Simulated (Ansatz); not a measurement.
A run for Ansatz (a first-principles code): U-PBE0/def2-TZVPP on FeSb, 2S+1 = 4, a spin state set in the input, which need not be the lowest. Elements past Kr take the def2 small-core potentials; no spin–orbit coupling.

Ansatz 0.2 input:
```yaml
crystal:
  periodic: [false, false, false]
  atoms:
    - {symbol: Fe, position_ang: [0.00000000, 0.00000000, 0.00000000]}
    - {symbol: Sb, position_ang: [0.00000000, 0.00000000, 2.57500000]}
basis:
  gaussian:
    orbitals: def2-TZVPP
hamiltonian:
  xc: {name: PBE0}
magnetization: {spin_polarized: true, initial_magnetization: 3}
relax: {f_tol: 0.002, max_steps: 120}
```

Program output:

```
WARN ansatz: RAYON_NUM_THREADS=1 ignored (pool sized by the plan → 1); use --threads N
Functional definition: PBE0
integrals: 0.04 GiB planned
981 factors; their error is unknown
mean field: 0.54 GiB planned
mean field evaluation 1: about -40866.4060 eV, gradient 1.3e2 eV
mean field evaluation 2: about -40284.0300 eV, gradient 3.1e2 eV
mean field evaluation 4: about -40685.3938 eV, gradient 2.2e2 eV
mean field evaluation 8: about -40915.9007 eV, gradient 9.8e0 eV
mean field evaluation 16: about -40916.5077 eV, gradient 1.0e-1 eV
mean field evaluation 32: about -40916.8850 eV, gradient 1.3e0 eV
mean field evaluation 64: about -40881.4057 eV, gradient 7.0e1 eV
mean field evaluation 96: about -40896.3991 eV, gradient 7.3e1 eV
mean field evaluation 128: about -40915.7797 eV, gradient 2.1e1 eV
mean field evaluation 160: about -40918.0104 eV, gradient 4.9e-5 eV
mean field evaluation 192: about -40916.5930 eV, gradient 1.3e0 eV
mean field evaluation 224: about -40911.1765 eV, gradient 2.2e1 eV
mean field evaluation 256: about -40916.8244 eV, gradient 4.6e-3 eV
mean field evaluation 288: about -40917.5610 eV, gradient 3.2e-4 eV
mean field evaluation 320: about -40917.6800 eV, gradient 6.6e-2 eV
mean field -40918.01037122 eV, -1503.7091459186 hartree, gradient 3.1e-6 eV, S^2 4.778526; 17 other end points of the search recorded, 0 dependent functions left out
the calculation of the forces begins
reference -40918.01039459 eV, -1503.7091467776 hartree; 26, 23 occupied and 88, 91 virtual orbitals, 981 factors
relax step   1: F+E_penalty+E_count = -40918.01037122 eV  Δ(F+E_penalty+E_count) = +0.000e0 eV  max|allowed force component| = 9.902e-1 eV/Å  Δτ_max = 0.0000 Å  (1298 SCF iters, accepted)
these checks for a lower state are left out or cut short: starts, cluster_reference, orbital_swaps, neighbouring_geometries, increment
integrals: 0.04 GiB planned
981 factors; their error is unknown
mean field: 0.54 GiB planned
mean field evaluation 352: about -40918.0898 eV, gradient 2.6e-6 eV
mean field -40918.08982079 eV, -1503.7120656368 hartree, gradient 2.6e-6 eV, S^2 4.725459; 1 other end points of the search recorded, 0 dependent functions left out
the calculation of the forces begins
reference -40918.08984387 eV, -1503.7120664847 hartree; 26, 23 occupied and 88, 91 virtual orbitals, 981 factors
relax step   2: F+E_penalty+E_count = -40918.08982079 eV  Δ(F+E_penalty+E_count) = -7.945e-2 eV  max|allowed force component| = 3.124e-3 eV/Å  Δτ_max = 0.0724 Å  (200 SCF iters, accepted)
these checks for a lower state are left out or cut short: starts, cluster_reference, orbital_swaps, neighbouring_geometries, increment
integrals: 0.04 GiB planned
981 factors; their error is unknown
mean field: 0.54 GiB planned
mean field -40918.08982130 eV, -1503.7120656553 hartree, gradient 5.9e-6 eV, S^2 4.725279; 1 other end points of the search recorded, 0 dependent functions left out
the calculation of the forces begins
reference -40918.08984437 eV, -1503.7120665032 hartree; 26, 23 occupied and 88, 91 virtual orbitals, 981 factors
relax step   3: F+E_penalty+E_count = -40918.08982130 eV  Δ(F+E_penalty+E_count) = -5.030e-7 eV  max|allowed force component| = 7.485e-4 eV/Å  Δτ_max = 0.0002 Å  (197 SCF iters, accepted)
integrals: 0.04 GiB planned
981 factors; their error is unknown
mean field: 0.54 GiB planned
mean field evaluation 384: about -40917.7723 eV, gradient 2.4e-4 eV
mean field evaluation 416: about -40917.7587 eV, gradient 2.8e-1 eV
mean field evaluation 448: about -40890.9072 eV, gradient 8.5e1 eV
mean field evaluation 480: about -40917.7012 eV, gradient 4.8e0 eV
mean field evaluation 512: about -40916.3322 eV, gradient 8.0e0 eV
mean field evaluation 544: about -40918.0896 eV, gradient 3.2e-1 eV
mean field evaluation 576: about -40917.4817 eV, gradient 8.7e-1 eV
mean field evaluation 608: about -40917.9005 eV, gradient 4.5e-1 eV
mean field -40918.08982130 eV, -1503.7120656553 hartree, gradient 5.9e-6 eV, S^2 4.725279; 16 other end points of the search recorded, 0 dependent functions left out
the calculation of the forces begins
reference -40918.08984437 eV, -1503.7120665032 hartree; 26, 23 occupied and 88, 91 virtual orbitals, 981 factors
Total energy: -40918.08984437 eV, -1503.7120665032 hartree
Atom 0 at     0.000000     0.000000     0.072647 Å, force    -0.000000     0.000000    -0.000748 eV/Å
Atom 1 at    -0.000000    -0.000000     2.502353 Å, force    -0.000000    -0.000000     0.000748 eV/Å
Dipole moment:    -0.000000    -0.000000    -0.722469 e Å
```

The calculation finished and met its thresholds. Its determinant has ⟨S²⟩ = 4.73, a mixture of spin states.

Cost: very roughly 3 core-minutes.
